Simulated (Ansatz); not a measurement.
The lowest singlet and triplet of H3NSi (SMILES [N][SiH3]); geometries from B3LYP-D3(BJ)/def2-TZVP, each state relaxed from the structure named, with no frequency check, low spin by broken symmetry.
Singlet (charge 0, multiplicity 1):
```xyz
5

N      1.3127    -0.0078    -0.1486
Si    -0.4565     0.0027     0.0517
H     -0.9337     1.4073     0.0232
H     -0.7953    -0.6243     1.3529
H     -1.0692    -0.7663    -1.0594
```
Triplet (charge 0, multiplicity 3):
| atom | x (Å) | y (Å) | z (Å) |
|---|---|---|---|
| N | 1.3179 | -0.0079 | -0.1491 |
| Si | -0.4592 | 0.0027 | 0.0520 |
| H | -0.9334 | 1.4073 | 0.0231 |
| H | -0.7951 | -0.6243 | 1.3529 |
| H | -1.0689 | -0.7663 | -1.0595 |

A positive gap puts the triplet lower; no zero-point energy. R- takes a restricted singlet, here one determinant of a half-filled degenerate or near-degenerate pair, which mixes singlet states. U- takes an unrestricted singlet (broken symmetry where lower, unprojected). The triplet is unrestricted in single-reference levels. Active spaces average the two states.

Correlated levels freeze the cores.

Run with Ansatz (a program for electronic structure) with Gaussian orbitals. 

```
level                                         gap E(singlet) − E(triplet), adiabatic (kcal/mol)
--------------------------------------------  -------------------------------------------------
R-HF/cc-pV(Q+d)Z                                                                          61.28
U-r2SCAN/def2-TZVPP (spin-contaminated)                                                    9.88
R-PBE0/def2-TZVPP                                                                         48.26
R-CCSD(T)/cc-pV(D+d)Z                                                                     42.46
R-CCSD(T)/cc-pV(T+d)Z                                                                         …
R-CCSDT(Q)/cc-pV(D+d)Z                                                                    36.24
FIC-NEVPT4(SD) on SA-CASSCF(2,2)/cc-pV(D+d)Z                                              37.31
FIC-MRCISD+Q on SA-CASSCF(2,2)/cc-pV(D+d)Z                                                36.64
FIC-MRCISD+Q on SA-CASSCF(2,2)/cc-pV(T+d)Z                                                    …
```

Task: What belongs in the gaps?

Result: 
- R-CCSD(T)/cc-pV(T+d)Z, gap E(singlet) − E(triplet), adiabatic (kcal/mol): 40.10
- FIC-MRCISD+Q on SA-CASSCF(2,2)/cc-pV(T+d)Z, gap E(singlet) − E(triplet), adiabatic (kcal/mol): 33.63

Doubts at one or more of the structures used: a restricted determinant that unrestricted orbitals would lower (R-HF/cc-pV(Q+d)Z, R-PBE0/def2-TZVPP, R-CCSD(T)/cc-pV(D+d)Z, R-CCSD(T)/cc-pV(T+d)Z, R-CCSDT(Q)/cc-pV(D+d)Z); other coupled-cluster roots lie near (R-CCSDT(Q)/cc-pV(D+d)Z).
